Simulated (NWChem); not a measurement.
System: dimethyl selenide (C2H6Se); SMILES C[Se]C

Excerpt of the output:

```
             Northwest Computational Chemistry Package (NWChem) 7.3.0
             --------------------------------------------------------

                             Geometry "geometry" -> ""
                             -------------------------

 Output coordinates in angstroms (scale by  1.889725989 to convert to a.u.)

  No.       Tag          Charge          X              Y              Z
 ---- ---------------- ---------- -------------- -------------- --------------
    1 C                    6.0000     1.45639100     0.00000000     0.81791000
    2 Se                  34.0000     0.00000000     0.00000000    -0.46484300
    3 C                    6.0000    -1.45639100     0.00000000     0.81791000
    4 H                    1.0000     1.42456100    -0.90068000     1.44698400
    5 H                    1.0000     2.39254200     0.00000000     0.24292100
    6 H                    1.0000     1.42456100     0.90068000     1.44698400
    7 H                    1.0000    -1.42456100    -0.90068000     1.44698400
    8 H                    1.0000    -2.39254200     0.00000000     0.24292100
    9 H                    1.0000    -1.42456100     0.90068000     1.44698400

 Effective nuclear repulsion energy (a.u.)     186.6170569303

                              NWChem Property Module
                              ----------------------

                                 NWChem DFT Module
                                 -----------------

 Summary of "ao basis" -> "ao basis" (spherical)
 ------------------------------------------------------------------------------
       Tag                 Description            Shells   Functions and Types
 ---------------- ------------------------------  ------  ---------------------
 C                         def2-svpd                 8       20   4s2p2d
 Se                        def2-svpd                15       41   6s5p4d
 H                         def2-svpd                 4        8   2s2p

            General Information
            -------------------
          SCF calculation type: DFT
          Wavefunction type:  closed shell.
          No. of atoms     :     9
          No. of electrons :    52
           Alpha electrons :    26
            Beta electrons :    26
          Charge           :     0
          Spin multiplicity:     1
          Use of symmetry is: off; symmetry adaption is: off
          Maximum number of iterations: 150
          AO basis - number of functions:   129
                     number of shells:    55
          Convergence on energy requested:  1.00D-06
          Convergence on density requested:  1.00D-05
          Convergence on gradient requested:  5.00D-04

              XC Information
              --------------
                         PBE0 Method XC Functional
                     Hartree-Fock (Exact) Exchange  0.250
          PerdewBurkeErnzerhof Exchange Functional  0.750
            Perdew 1991 LDA Correlation Functional  1.000 local
           PerdewBurkeErnz. Correlation Functional  1.000 non-local

             Grid Information
             ----------------
          Grid used for XC integration:  medium
          Radial quadrature: Mura-Knowles
          Angular quadrature: Lebedev.
          Tag              B.-S. Rad. Rad. Pts. Rad. Cut. Ang. Pts.
          ---              ---------- --------- --------- ---------
          C                   0.70       49          11.0       434
          Se                  1.15      112          10.0       590
          H                   0.35       45          12.0       434
          Grid pruning is: on
          Number of quadrature shells:   480
          Spatial weights used:  Erf1

      Superposition of Atomic Density Guess
      -------------------------------------

 Sum of atomic energies:       -2477.75964607

      Non-variational initial energy
      ------------------------------

 Total energy =   -2479.276301
 1-e energy   =   -3817.773423
 2-e energy   =    1151.880064
 HOMO         =      -0.247077
 LUMO         =       0.021224

   convergence    iter        energy       DeltaE   RMS-Dens  Diis-err
 ---------------- ----- ----------------- --------- --------- ---------
 d= 0,ls=0.0,diis     1  -2480.6175204985 -2.67D+03  4.74D-03  2.30D-01
 d= 0,ls=0.0,diis     2  -2480.6337883246 -1.63D-02  2.29D-03  6.24D-02
 d= 0,ls=0.0,diis     3  -2480.6373866526 -3.60D-03  9.32D-04  2.45D-02
 d= 0,ls=0.0,diis     4  -2480.6404196322 -3.03D-03  1.29D-04  2.82D-04
 d= 0,ls=0.0,diis     5  -2480.6404564228 -3.68D-05  2.07D-05  2.75D-06
 d= 0,ls=0.0,diis     6  -2480.6404568436 -4.21D-07  5.00D-06  2.88D-07

         Total DFT energy =    -2480.640456843565
      One electron energy =    -3821.247819304578
           Coulomb energy =     1253.822938522377
    Exchange-Corr. energy =      -99.832632991680
 Nuclear repulsion energy =      186.617056930315

 Numeric. integr. density =       52.000000638366

                       DFT Final Molecular Orbital Analysis
                       ------------------------------------

 Vector   24  Occ=2.000000D+00  E=-3.643893D-01
              MO Center= -1.1D-07,  2.6D-09,  3.7D-01, r^2= 3.4D+00
   Bfn.  Coefficient  Atom+Function         Bfn.  Coefficient  Atom+Function
  ----- ------------  ---------------      ----- ------------  ---------------
    33     -0.319055  2 Se px                 5      0.315783  1 C  px
    66      0.315783  3 C  px                36     -0.255689  2 Se px
    90      0.210151  5 H  s                114     -0.210151  8 H  s
    30      0.202813  2 Se px                 8      0.160266  1 C  px
    69      0.160266  3 C  px                91      0.124785  5 H  s

 Vector   25  Occ=2.000000D+00  E=-3.197665D-01
              MO Center=  1.4D-07,  3.2D-08, -1.8D-01, r^2= 2.8D+00
   Bfn.  Coefficient  Atom+Function         Bfn.  Coefficient  Atom+Function
  ----- ------------  ---------------      ----- ------------  ---------------
    35      0.402639  2 Se pz                38      0.331968  2 Se pz
    24     -0.275036  2 Se s                 25     -0.256542  2 Se s
    32     -0.254392  2 Se pz                 7     -0.217951  1 C  pz
    68     -0.217951  3 C  pz                23      0.185920  2 Se s
     4     -0.153094  1 C  s                 65     -0.153094  3 C  s

 Vector   26  Occ=2.000000D+00  E=-2.213203D-01
              MO Center= -2.8D-08, -1.6D-08, -3.0D-01, r^2= 2.3D+00
   Bfn.  Coefficient  Atom+Function         Bfn.  Coefficient  Atom+Function
  ----- ------------  ---------------      ----- ------------  ---------------
    37      0.559259  2 Se py                34      0.507445  2 Se py
    31     -0.317018  2 Se py                83      0.111497  4 H  s
    99     -0.111497  6 H  s                107      0.111497  7 H  s
   123     -0.111497  9 H  s                 82      0.107318  4 H  s
    98     -0.107319  6 H  s                106      0.107318  7 H  s

 Vector   27  Occ=0.000000D+00  E= 6.038408D-03
              MO Center= -1.0D-07,  2.6D-08, -3.7D-01, r^2= 8.1D+00
   Bfn.  Coefficient  Atom+Function         Bfn.  Coefficient  Atom+Function
  ----- ------------  ---------------      ----- ------------  ---------------
    39      0.809475  2 Se px                36      0.464000  2 Se px
    91     -0.381889  5 H  s                115      0.381889  8 H  s
    33      0.229716  2 Se px                 2     -0.223415  1 C  s
    63      0.223415  3 C  s                  8      0.160068  1 C  px
    69      0.160068  3 C  px                30     -0.146640  2 Se px

 Vector   28  Occ=0.000000D+00  E= 2.180465D-02
              MO Center= -1.2D-07, -7.0D-08,  1.2D+00, r^2= 9.8D+00
   Bfn.  Coefficient  Atom+Function         Bfn.  Coefficient  Atom+Function
  ----- ------------  ---------------      ----- ------------  ---------------
    26      1.587714  2 Se s                 41      0.944758  2 Se pz
     3      0.833066  1 C  s                 64      0.833066  3 C  s
    91     -0.568494  5 H  s                115     -0.568494  8 H  s
    25     -0.564877  2 Se s                 83     -0.529033  4 H  s
    99     -0.529033  6 H  s                107     -0.529033  7 H  s

 Vector   29  Occ=0.000000D+00  E= 3.110139D-02
              MO Center=  4.1D-07, -4.7D-08, -1.5D+00, r^2= 7.8D+00
   Bfn.  Coefficient  Atom+Function         Bfn.  Coefficient  Atom+Function
  ----- ------------  ---------------      ----- ------------  ---------------
    25     -0.923941  2 Se s                  3      0.897625  1 C  s
    64      0.897626  3 C  s                 41     -0.870435  2 Se pz
     4      0.654894  1 C  s                 65      0.654894  3 C  s
    91     -0.621598  5 H  s                115     -0.621598  8 H  s
    26      0.558585  2 Se s                 24     -0.318717  2 Se s

     Multipole analysis of the density
     ---------------------------------

     L   x y z        total         alpha         beta         nuclear
     -   - - -        -----         -----         ----         -------
     0   0 0 0      0.000000    -26.000000    -26.000000     52.000000

     1   1 0 0      0.000000      0.000000      0.000000     -0.000000
     1   0 1 0     -0.000000     -0.000000     -0.000000      0.000000
     1   0 0 1      0.609352      0.036301      0.036301      0.536750

     2   2 0 0    -21.730805    -91.248110    -91.248110    160.765414
     2   1 1 0      0.000000      0.000000      0.000000      0.000000
     2   1 0 1     -0.000000     -0.000000     -0.000000      0.000000
     2   0 2 0    -25.741710    -18.664725    -18.664725     11.587739
     2   0 1 1      0.000000      0.000000      0.000000      0.000000
     2   0 0 2    -24.287000    -54.759653    -54.759653     85.232305

 *** CALLING NEW AORESP DRIVER FOR CLOSED AND OPEN SHELLS ***
 Entering AOResponse driver routine

--------------------------------------------------------------------------------

          -----------------------------------------------
          Solving response equations for perturbing field
          -----------------------------------------------

 number of frequencies:     1
 frequency in a.u.:  0.0000000E+00
 Perturbing field: electric
 Using El. Dipole Length Gauge

 Setting up CPKS with frequency omega =      0.00000000 a.u.

 STATIC response

                                NWChem CPHF Module
                                ------------------

  scftype          =     RHF
  nclosed          =       26
  nopen            =        0
  variables        =     2678
  # of vectors     =        3
  tolerance        = 0.10D-03
  level shift      = 0.00D+00
  max iterations   =       50
  max subspace     =       30

 SCF residual:    2.3363436086970679E-004

Iterative solution of linear equations
  No. of variables     2678
  No. of equations        3
  Maximum subspace       30
        Iterations       50
       Convergence  1.0D-04

   iter   nsub   residual    time
   ----  ------  --------  ---------
     1      3    3.05D+00      20.0
     2      6    1.40D+00      24.7
     3      9    3.25D-01      29.5
     4     12    3.15D-02      34.2
     5     15    2.92D-02      39.5
     6     18    5.31D-03      46.3
     7     21    1.03D-03      52.4
     8     24    4.51D-04      58.7
     9     27    3.54D-05      64.8

 Electric Dipole Response Matrix (nonzero elements):

              1        2        3
    1   63.6825  -0.0000   0.0000
    2   -0.0000  48.0022   0.0000
    3    0.0000   0.0000  55.1061

 ------------------------------------------
 average:        55.59691 + I       0.00000

 DFT Linear Response polarizability / au
 Frequency  =       0.0000000 / au
              X              Y              Z
 -----------------------------------------------
 X      63.6824803     -0.0000001      0.0000011
 Y      -0.0000001     48.0021565      0.0000004
 Z       0.0000011      0.0000004     55.1060998
 -----------------------------------------------
 Eigenvalues =      63.6824803     48.0021565     55.1060998
 Isotropic   =      55.5969122
 Anisotropic =      13.5995013
 -----------------------------------------------

 Magnetic Dipole Response Matrix (nonzero elements):

 Exiting AOResponse driver routine
```

Level: PBE0/def2-SVPD. The geometry was optimised at PBE0/def2-SVP.

### Question
Reconstruct the input file.

### Answer
Several could match; the one computed here: the input that was run:
```
start job
memory heap 200 mb stack 900 mb global 1100 mb
geometry units angstroms noautosym nocenter noautoz
  C      1.456391     0.000000     0.817910
  Se     0.000000     0.000000    -0.464843
  C     -1.456391     0.000000     0.817910
  H      1.424561    -0.900680     1.446984
  H      2.392542     0.000000     0.242921
  H      1.424561     0.900680     1.446984
  H     -1.424561    -0.900680     1.446984
  H     -2.392542     0.000000     0.242921
  H     -1.424561     0.900680     1.446984
end
basis spherical
  * library def2-svpd
end
dft
  xc pbe0
  iterations 150
end
property
  response 1 0.0
end
task dft property
```
